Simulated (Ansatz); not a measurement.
C₃H₉Ge (SMILES [CH3][Ge]([CH3])[CH3]), doublet, geometry from GFN2-xTB, atoms displaced at random by about 0.08 Å a coordinate; HF/STO-3G, gradient run with Ansatz (a first-principles code).

Input for Ansatz:
Ansatz 0.2 input:
```yaml
crystal:
  periodic: [false, false, false]
  atoms:
    - {symbol: C, position_ang: [-0.38154116, 1.84179759, -0.22593202]}
    - {symbol: Ge, position_ang: [-0.01881021, -0.20597630, 0.24434493]}
    - {symbol: C, position_ang: [1.75892789, -0.36042695, -0.27490363]}
    - {symbol: C, position_ang: [-1.30993569, -1.08839398, -0.76498550]}
    - {symbol: H, position_ang: [-0.09657387, 1.78639197, -1.21905616]}
    - {symbol: H, position_ang: [0.31572334, 2.50876955, 0.36748481]}
    - {symbol: H, position_ang: [-1.44571320, 2.18148932, -0.02763764]}
    - {symbol: H, position_ang: [1.83207336, -0.30421091, -1.31837467]}
    - {symbol: H, position_ang: [2.03218528, -1.55272516, 0.04336525]}
    - {symbol: H, position_ang: [2.48624126, 0.15147441, 0.19235122]}
    - {symbol: H, position_ang: [-1.00333907, -0.94592027, -1.88393725]}
    - {symbol: H, position_ang: [-1.26896494, -2.27068796, -0.70987599]}
    - {symbol: H, position_ang: [-2.29533093, -0.77588253, -0.69888417]}
basis:
  gaussian:
    orbitals: STO-3G
hamiltonian:
  xc: hf
magnetization: {spin_polarized: true, initial_magnetization: 1}
output: {forces: true}
```

What the program printed (banner, timings and long lists left out):

```
Functional definition: HF
516 factors; integrals over basis functions are off by at most 3.9e-5 eV
mean field evaluation 1: about -59024.1440 eV, gradient 9.2e0 eV
mean field evaluation 2: about -59024.2694 eV, gradient 9.1e0 eV
mean field evaluation 4: about -59025.2111 eV, gradient 7.2e-1 eV
mean field evaluation 8: about -59025.2229 eV, gradient 8.7e-4 eV
mean field -59025.22232376 eV, -2169.1369116656 hartree, gradient 3.2e-5 eV, S^2 0.751919; 0 other end points of the search recorded, 0 dependent functions left out
the calculation of the forces begins
reference -59025.22232376 eV, -2169.1369116656 hartree; 30, 29 occupied and 12, 13 virtual orbitals, 516 factors
Total energy: -59025.22232376 eV, -2169.1369116656 hartree
Atom 0 at    -0.381541     1.841798    -0.225932 Å, force    -0.452189    -2.061874     5.308721 eV/Å
Atom 1 at    -0.018810    -0.205976     0.244345 Å, force    -1.376929     4.950711     1.262847 eV/Å
Atom 2 at     1.758928    -0.360427    -0.274904 Å, force    -1.873509    -9.494705     0.921623 eV/Å
Atom 3 at    -1.309936    -1.088394    -0.764985 Å, force     3.920817    -5.157935    -4.808894 eV/Å
Atom 4 at    -0.096574     1.786392    -1.219056 Å, force     0.142601     1.110402    -2.640129 eV/Å
Atom 5 at     0.315723     2.508770     0.367485 Å, force    -1.203579    -1.166838    -1.327224 eV/Å
Atom 6 at    -1.445713     2.181489    -0.027638 Å, force     2.018695    -0.687781    -0.921643 eV/Å
Atom 7 at     1.832073    -0.304211    -1.318375 Å, force     0.678231     0.195799    -1.720195 eV/Å
Atom 8 at     2.032185    -1.552725     0.043365 Å, force    -0.768641     4.970570    -1.857771 eV/Å
Atom 9 at     2.486241     0.151474     0.192351 Å, force     2.628547     2.929770     1.918776 eV/Å
Atom 10 at    -1.003339    -0.945920    -1.883937 Å, force    -1.074493    -0.051421     2.779111 eV/Å
Atom 11 at    -1.268965    -2.270688    -0.709876 Å, force    -0.423977     3.665335     0.444628 eV/Å
Atom 12 at    -2.295331    -0.775883    -0.698884 Å, force    -2.215576     0.797967     0.640151 eV/Å
Dipole moment:     0.014115    -0.182851     0.097565 e Å
```
